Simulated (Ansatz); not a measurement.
System: La, charge 0, doublet.

Total energies in def2-QZVPP, 3 correlated electrons, 4 frozen orbitals. Open shells are spin-unrestricted; no spin-orbit coupling. Cores are frozen in correlated methods (noble-gas shells, and filled d and f shells in the p block). Past Kr the def2 sets carry scalar-relativistic core potentials. The determinant of La ([La], doublet) is a saddle point of the SCF energy; a lower one exists, which strains HF and MP2.

| method | program | energy (Eh) | minus CCSDT (mEh) |
|---|---|---|---|
| HF | Ansatz | -31.07676 | 43.81 |
| MP2 | Ansatz | -31.10726 | 13.31 |
| CCSD | Ansatz | -31.11732 | 3.26 |
| CCSD(T) | Ansatz | -31.11948 | 1.09 |
| CCSDT | Ansatz | -31.12057 | 0.00 |

Ansatz is an electronic-structure program.
